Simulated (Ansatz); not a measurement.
Program: Ansatz 0.2.0.

A structure relaxed at PBE0-D4/def2-TZVP, charge 0, multiplicity 1:

```xyz
15

C     2.211    0.231    1.421
C     0.918    0.220    1.107
Si    0.244    0.329   -0.612
N    -0.871    1.616   -0.651
Cl    1.815    0.524   -1.929
O    -0.503   -1.026   -1.129
C    -1.647   -1.577   -0.514
H     2.555    0.156    2.448
H     2.978    0.313    0.658
H     0.196    0.137    1.920
H    -1.376    1.818   -1.500
H    -0.662    2.462   -0.144
H    -2.102   -2.280   -1.213
H    -1.377   -2.120    0.398
H    -2.381   -0.805   -0.261
```

Question: Give its formula and SMILES.

Answer: C3H8ClNOSi, `C=C[Si](N)(Cl)OC`.

Question: Point group (tolerance 0.08 Å, 0.16 Å for H)?

Answer: C1.

Question: Summarise the bond lengths by kind.

Answer: 1 × C–C 1.330 Å; 6 × C–H 1.086 to 1.095 Å; 1 × C–Si 1.850 Å; 1 × N–Si 1.703 Å; 1 × Cl–Si 2.060 Å; 1 × O–Si 1.632 Å; 2 × H–N 1.008 Å; 1 × C–O 1.411 Å.
